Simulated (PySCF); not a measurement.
# Diatomic anions of H with group 13

CCSD(T) with triple-zeta basis sets in PySCF, for the lowest determinant that a PBE0 search found; no spin–orbit coupling. De refers to high-spin ground-configuration atoms (the charge goes to the atom of lower measured ionisation energy or higher electron affinity, which is not always the lowest computed limit).

```csv
M,basis,"reference, frozen orbitals",charged atom,state (unpaired electrons),Re (Å),ωe (cm⁻¹),De (eV)
B,def2-TZVPPD,"UHF, 1",H−,doublet (π ↑),1.257,2119,n/a
Al,def2-TZVPPD,"UHF, 5",H−,doublet (π ↑),1.697,1461,n/a
Ga,def2-TZVPPD,"UHF, 9",H−,doublet (π ↑),1.709,1382,n/a
In,def2-TZVPPD,"UHF, 4",H−,doublet (π ↑),1.881,1287,n/a
```

The shortest bond is that of BH⁻ (1.257 Å), the longest that of InH⁻ (1.881 Å).

Relativity is treated differently too: B no relativity; Al no relativity; Ga no relativity; In scalar-relativistic core potentials.

De is n/a where a free atom or ion gave no sound limit at this level.

Down a group bonds as a rule get longer and wavenumbers fall, partly through the reduced mass; this series shows no clear exception.

Correlated steps freeze the inner cores (1 to 9 orbitals); shallow outer-core shells are correlated. These are scalar-relativistic numbers at best; spin–orbit coupling would shift them, the dissociation energy most. States were picked by a PBE0 search and need not be the measured ground states.
